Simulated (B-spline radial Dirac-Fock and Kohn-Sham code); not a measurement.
**Tc⁴⁺: eigenvalues, ΔSCF and the reference**

System: the Tc⁴⁺ ion, configuration 1s2 2s2 2p6 3s2 3p6 3d10 4s2 4p6 4d3.

The density-functional columns are spherical, spin-unpolarised Dirac-Kohn-Sham results without Breit or QED terms: −ε is minus the orbital energy of the initial state and ΔSCF the difference of two total energies. The reference in the last column comes from Dirac-Fock energy differences between relaxed states, corrected for Breit and QED terms. All numbers are from a radial finite-basis atomic code, in eV; a selection of levels is shown. The Kohn-Sham columns are given as differences from the reference. For the 1s level of heavy atoms much of the gap between ΔSCF and the reference is the Breit and QED part, -58.7 eV here; for other levels the error of the functional can be larger.

```tsv
level	PBE −ε − DF	PBE ΔSCF − DF	LDA −ε − DF	LDA ΔSCF − DF	Dirac-Fock
K (1s)	-202.6	+80.9	-230.8	+51.9	21107.7
L1 (2s)	-90.0	-39.3	-93.2	-42.3	3113.0
L2 (2p1/2)	-67.7	-5.4	-68.7	-6.3	2859.0
L3 (2p3/2)	-69.4	-9.8	-70.3	-10.6	2742.5
M1 (3s)	-45.4	-26.1	-46.5	-27.2	611.1
M2 (3p1/2)	-36.4	-16.8	-36.7	-17.1	513.0
M3 (3p3/2)	-36.1	-16.9	-36.4	-17.2	493.0
M4 (3d3/2)	-20.6	-0.3	-20.2	+0.1	320.0
M5 (3d5/2)	-20.7	-0.6	-20.4	-0.2	316.3
N1 (4s)	-14.8	-5.4	-14.8	-5.4	134.0
N2 (4p1/2)	-9.2	-0.3	-9.1	-0.2	101.9
N3 (4p3/2)	-9.2	-0.4	-9.1	-0.4	98.76
N4,5 (4d)	-6.2	+1.3	-6.0	+1.5	55.30
```

Values without a named source are computed, but for edge energies of neutral atoms, which are taken from tables.
